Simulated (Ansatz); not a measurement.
Consider the formal exchange of groups at a Te–Si bond: `O[SiH](F)[TeH]` + `BC=O` → `O=CB[TeH]` + `O[SiH2]F`.

Isolated molecules relaxed with PBE0-D4/def2-TZVP in Ansatz; ΔE leaves out vibrations. CBS: MP2 limit from def2 TZ/QZ plus the TZ coupled-cluster correction, frozen cores. Functionals use def2-TZVPP. def2 core potentials past Kr. For Te outer-core shells are correlated without core-valence functions, which leaves a few kJ/mol of doubt a bond. Each species was taken in one conformer, which may not be the lowest.

`O[SiH](F)[TeH]`:

Cartesian coordinates in Å:
```
O 0.204 1.732 -0.148
Si -0.392 0.222 -0.267
F 0.088 -0.508 -1.601
Te 0.429 -1.146 1.645
H 1.144 1.836 0.017
H -1.855 0.371 -0.349
H 0.382 -2.508 0.704
```

`BC=O`:

Z-matrix (Å, degrees):
```
B
C 1 1.538
H 1 1.192 2 118.5
H 1 1.192 2 118.5 3 171.4
O 2 1.221 1 96.8 3 -85.7
H 2 1.104 1 141.2 3 94.3
```

`O=CB[TeH]`:

Cartesian coordinates in Å:
```
O 0.318 1.577 -1.032
C 0.625 0.443 -0.745
B 0.400 -0.183 0.681
Te -1.488 -0.870 1.283
H 1.107 -0.205 -1.519
H 1.298 -0.322 1.453
H -2.261 -0.440 -0.121
```

`O[SiH2]F`:

Cartesian coordinates in Å:
```
O -0.323 1.040 -0.659
Si 0.265 -0.221 0.189
F 0.046 -1.591 -0.600
H -1.271 1.147 -0.738
H 1.716 0.007 0.321
H -0.433 -0.382 1.486
```

```tsv
species	ωB97X-V energy (Eh)
`O[SiH](F)[TeH]`	-734.49431
`BC=O`	-139.93574
`O=CB[TeH]`	-407.97847
`O[SiH2]F`	-466.45932
```

Work out ΔE.

ΔE = (-407.97847) + (-466.45932) − (-734.49431) − (-139.93574) = -0.00774 Eh = -0.21 eV. CCSD(T)/CBS gives -0.28 eV.

What do rigid-rotor, harmonic-oscillator terms from PBE0-D4/def2-TZVP frequencies (298.15 K, 1 bar) make of the CCSD(T)/CBS value? (Best estimate.)

The calculation gave: ΔZPE = +0.01 eV, ΔH = -0.30 eV, ΔS = -4 J/(mol·K), ΔG = -0.28 eV. Modes under 50 cm⁻¹ make the entropy rough.

Largest T1 diagnostic among the species: 0.021, so the coupled-cluster value is less sure than usual.

Leaving LDA and LC-ωPBE aside and taking each functional with its dispersion term where it has one, the values, not all of them listed here, spread over 0.08 eV, from B97M-V to PBE-D4. At CCSD(T), def2-SVP lies −0.10 eV from the extrapolated value and def2-TZVPP −0.04 eV. From BLYP to BHLYP (50 % exact exchange), in def2-TZVPP and without D4, ΔE moves by −0.05 eV.
